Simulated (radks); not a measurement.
Excited configurations of the strontium ion Sr25+: one electron is placed in a higher orbital outside [Ne] 3s2. The ground configuration is [Ne] 3s2 3p1. All-electron calculation, Dirac Kohn-Sham, LDA (Slater exchange, Perdew-Wang correlation), spin-unpolarised, spherical densities, finite nucleus; open shells fill j = l - 1/2 first; Fermi nuclear charge, rms radius 4.224 fm. Program: a radial shooting solver on a logarithmic mesh with Libxc functionals. Excitation = E - E(ground); binding = E(ion) - E, where the ion is the core of charge +26; n* = 26/sqrt(2 binding) in atomic units. These energies are relativistic, and a one-electron ion of charge +26 with no core already has n* below n in this formula (Dirac formula, point nucleus: 4s1/2 3.985, 5s1/2 4.985, 5d3/2 4.994, 5f5/2 4.997, 6s1/2 5.984). The quantum defect is therefore taken as that value minus n*, so that it holds no relativistic shift of the bare ion.

[
 {"outer orbital": "4s1/2", "excitation (eV)": "545.09", "binding (eV)": "676.38", "n*": "3.688", "quantum defect": "0.298", "eigenvalue (eV)": "-663.48", "<r> (bohr)": "0.7871"},
 {"outer orbital": "5s1/2", "excitation (eV)": "802.92", "binding (eV)": "418.54", "n*": "4.688", "quantum defect": "0.297", "eigenvalue (eV)": "-411.02", "<r> (bohr)": "1.270"},
 {"outer orbital": "5d3/2", "excitation (eV)": "834.58", "binding (eV)": "386.88", "n*": "4.876", "quantum defect": "0.118", "eigenvalue (eV)": "-379.19", "<r> (bohr)": "1.258"},
 {"outer orbital": "5f5/2", "excitation (eV)": "845.90", "binding (eV)": "375.56", "n*": "4.949", "quantum defect": "0.048", "eigenvalue (eV)": "-367.32", "<r> (bohr)": "1.182"},
 {"outer orbital": "6s1/2", "excitation (eV)": "937.01", "binding (eV)": "284.45", "n*": "5.686", "quantum defect": "0.298", "eigenvalue (eV)": "-279.53", "<r> (bohr)": "1.868"}
]

The Delta-SCF ionisation energy is 1221.5 eV (NIST Atomic Spectra Database: 1211 eV, semi-empirical). Self-interaction in the functional shifts the binding energies and quantum defects, so they are the method's values and not measured ones. Spin polarisation and multiplet splitting are left out, so open shells lie too high by an amount that depends on their filling.

Beside tabulated values, note that spin-unpolarised runs miss the spin-polarisation part of the exchange energy of open shells.
